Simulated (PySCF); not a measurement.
germanium monoxide (GeO), SMILES [O]=[Ge] (connectivity only; charge and spin as stated), neutral, multiplicity 1.

Geometry: B3LYP-D3(BJ)/def2-TZVPD.

Two levels are set side by side: TDDFT-PBE/def2-TZVPD (PySCF) and TDDFT-M06-2X/def2-TZVPD (PySCF). Vertical, same geometry. The lowest singlet is HOMO−2→LUMO+1 50 %, HOMO−1→LUMO 50 % with PBE and HOMO−1→LUMO 49 %, HOMO−2→LUMO+1 49 % with the other functional; states are paired by order. Differences are taken from unrounded values.

```tsv
quantity	TDDFT-M06-2X	TDDFT-PBE	TDDFT-PBE minus TDDFT-M06-2X
lowest singlet excitation (eV)	4.54	4.67	0.13
lowest triplet excitation (TDA) (eV)	3.70	3.79	0.09
first bright state (f over 0.05) (eV)	4.81	7.70	2.89
its oscillator strength	0.05	0.06	0.01
```

Rough cost on one machine, each run with all the roots and properties that it gave: TDDFT-M06-2X against TDDFT-PBE about 8 times.
